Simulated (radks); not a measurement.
Kr2+, configuration [Ar] 3d10 4s2 4p4.

All-electron calculation, Dirac Kohn-Sham, PBE, spin-unpolarised, spherical densities, point nucleus; open shells are shared between the two j in proportion to 2j + 1; speed of light set to 116.481 atomic units (0.85 times the physical value, a model run). Program: a radial shooting solver on a logarithmic mesh with Libxc functionals.

Energy parts (hartree):
total: -2803.96511
kinetic: 2911.59437
electron-nucleus: -6774.22641
Hartree: 1155.07735
exchange-correlation: -96.41041

Orbitals (lengths in bohr, moments of r in powers of bohr):
orbital	occ.	eigenvalue (hartree)	<r>	small-component weight
1s1/2	2	-524.8517	0.04110	2.38e-02
2s1/2	2	-70.28527	0.1814	4.74e-03
2p1/2	2	-63.58015	0.1556	4.74e-03
2p3/2	4	-60.79728	0.1611	4.57e-03
3s1/2	2	-10.77659	0.5256	1.16e-03
3p1/2	2	-8.41507	0.5285	1.09e-03
3p3/2	4	-8.00441	0.5431	1.05e-03
3d3/2	4	-3.93653	0.5523	8.82e-04
3d5/2	6	-3.87035	0.5577	8.69e-04
4s1/2	2	-1.70862	1.491	2.02e-04
4p1/2	1.33333	-1.16688	1.706	1.56e-04
4p3/2	2.66667	-1.12538	1.749	1.49e-04

The highest occupied level is 4p3/2 at -30.623 eV. The density falls to 0.001 e/bohr^3 at r = 3.48 bohr.
